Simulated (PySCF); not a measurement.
**C₆ coefficients of unlike pairs at PW91**

Calculated with PySCF 2.14 from the dipole response of each species, C₆(A,B) = (3/π) ∫ α_A(iu) α_B(iu) du, in atomic units, from isotropic polarisabilities. For ions this is the dispersion term alone; charge-induced terms of lower order in 1/R come first.

```
species       configuration                                                                                   basis      relativity  α (bohr³)  C₆ (like pair)
     Ti   [Ar] 3d2 4s2 (3F)                                                               aug-cc-pVDZ-DK (7s6p4d2f)   spin-free X2C      103.7            1188
    In⁺  [Kr] 4d10 5s2 (1S)  aug-cc-pVTZ-PP with one added diffuse shell each of d, f type with ECP28MDF (6s5p5d3f)  core potential      23.24           151.3
     Si   [Ne] 3s2 3p2 (3P)                                                               def2-QZVPPD (10s6p5d2f1g)            none      40.51           329.6
   Cr²⁺       [Ar] 3d4 (5D)                                                           aug-cc-pVQZ-DK (9s8p6d4f3g2h)   spin-free X2C      4.627           13.84
```

(1) Estimate C₆ for Cr²⁺ with Ti.

No spin-orbit coupling is included.

The other pairs:

```
     pair     C₆
 Cr²⁺, Si  56.90
Cr²⁺, In⁺  42.16
   Si, Ti  602.5
  In⁺, Ti  386.6
  Si, In⁺  219.7
```

Answers

(1) The integral gives 93.59. The combination rule 2 C_A C_B / (C_A α_B/α_A + C_B α_A/α_B) gives 90.52 and the geometric mean 128.2.
